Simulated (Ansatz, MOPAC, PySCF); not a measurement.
Molecule: CH5BNO (charge 0, doublet). SMILES: N([B]O)C
Geometry from a B3LYP-D3(BJ)/def2-TZVP (Ansatz, a first-principles code) optimisation:
```xyz
9

C     -1.2535     0.7756     0.4226
N     -0.6649    -0.5490     0.2376
B      0.6264    -0.8133    -0.2052
O      1.5179     0.1696    -0.5273
H     -1.5513     0.9366     1.4619
H     -0.5163     1.5301     0.1571
H     -2.1310     0.9131    -0.2144
H     -1.2718    -1.3198     0.4583
H      2.3705    -0.1612    -0.8175
```
Charge 0, spin multiplicity 2.

Unscaled harmonic wavenumbers (cm⁻¹) in rising order, each level at the stationary point that it reaches from this structure (no distance between atoms moves by over 0.3 Å); the order of modes can differ between levels, and a negative number is imaginary. B3LYP-D3(BJ)/def2-TZVP (PySCF, at the structure above): 113, 226, 280, 431, 565, 598, 898, 1017, 1102, 1136, 1169, 1386, 1453, 1498, 1498, 1545, 3019, 3063, 3132, 3625, 3877.

AM1 (MOPAC): 83, 168, 208, 331, 502, 632, 978, 1104, 1120, 1263, 1340, 1369, 1377, 1439, 1498, 1685, 2992, 3014, 3098, 3506, 3535. Zero-point energy 44.7 against 45.2 kcal/mol; where all levels lie over 400 cm⁻¹, the wavenumbers are on average 1.013 times those of B3LYP-D3(BJ)/def2-TZVP.

HF/3-21G (Ansatz): 154, 241, 356, 478, 650, 673, 942, 1065, 1184, 1252, 1259, 1496, 1596, 1647, 1683, 1703, 3187, 3229, 3308, 3791, 3960. Zero-point energy 48.4 against 45.2 kcal/mol; where all levels lie over 400 cm⁻¹, the wavenumbers are on average 1.080 times those of B3LYP-D3(BJ)/def2-TZVP.

HF/6-31G* (Ansatz): 116, 246, 316, 481, 608, 642, 961, 1133, 1190, 1253, 1299, 1466, 1612, 1639, 1647, 1685, 3196, 3239, 3323, 3866, 4156. Zero-point energy 48.7 against 45.2 kcal/mol; where all levels lie over 400 cm⁻¹, the wavenumbers are on average 1.082 times those of B3LYP-D3(BJ)/def2-TZVP.

B3LYP/6-31G* (Ansatz): 122, 222, 273, 429, 571, 600, 905, 1044, 1105, 1148, 1196, 1385, 1476, 1519, 1525, 1563, 3027, 3072, 3157, 3620, 3829. Zero-point energy 45.4 against 45.2 kcal/mol; where all levels lie over 400 cm⁻¹, the wavenumbers are on average 1.008 times those of B3LYP-D3(BJ)/def2-TZVP.
